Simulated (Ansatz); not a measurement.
Diatomic CrW, closed-shell singlet (the spin of the measured ground state). No spin–orbit coupling. Cr is treated without relativity. The T1 diagnostic near the minimum is 0.090, so single-reference values are doubtful.

The constants come from a fifth-degree fit in 1/R (seven points, main isotopes). Runs in def2 and cc sets follow the lowest solution found near the PBE0 minimum. The singlet is held restricted.

Codes used: Ansatz (a first-principles code) with Gaussian orbitals. Each number belongs to the level named beside it. In def2 rows elements past Kr take small-core potentials, without spin–orbit coupling.

Energies at PBE/def2-TZVPP:

```
R (Å)        E (hartree)
--------  --------------
1.651326  -1111.22994386
1.695717  -1111.24884250
1.736556  -1111.25968368
1.782722  -1111.26597790
1.828888  -1111.26730130
1.882157  -1111.26409677
1.944303  -1111.25561213
```

**Question.** With a reduced mass of 40.5038 u, find the minimum, the force constant and the constants.

**Answer.** A fifth-degree polynomial in 1/R puts the minimum at r_e = 1.8199 Å with force constant 825 N/m. Then ω_e = (1/2πc)√(k/μ) = 588 cm⁻¹ and B_e = h/(8π²cμr_e²) = 0.1257 cm⁻¹; the cubic and quartic terms give α_e = 0.00038 and ω_e x_e = 1.2 cm⁻¹.
